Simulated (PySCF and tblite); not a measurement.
The numbers below are computed, except where a source is named.
System: C4H10BOSi2 (charge -1), numbered as in [CH3:1][B:2]([CH3:3])[C:4]#[C:5][SiH-:6][O:7][SiH3:8].

Motion: pyramidal inversion at Si6. GFN2-xTB gives an electronic barrier of 9.4 kcal/mol.

The ion is treated without a counter-ion.

BP86/pcSseg-1 + D3(BJ) on GFN2-xTB geometries gives 17.1 kcal/mol and k(298 K) = 0.74 s⁻¹.

Q: What does PBE0/def2-SVP + D3(BJ) give on GFN2-xTB geometries?

A: A barrier of 16.9 kcal/mol, 0.2 below the first DFT barrier (from unrounded values) and, with GFN2-xTB thermal terms, ΔG‡(298 K) = 17.4 kcal/mol and k = 1.1 s⁻¹ (1 equivalent path).

Programs: tblite and PySCF.
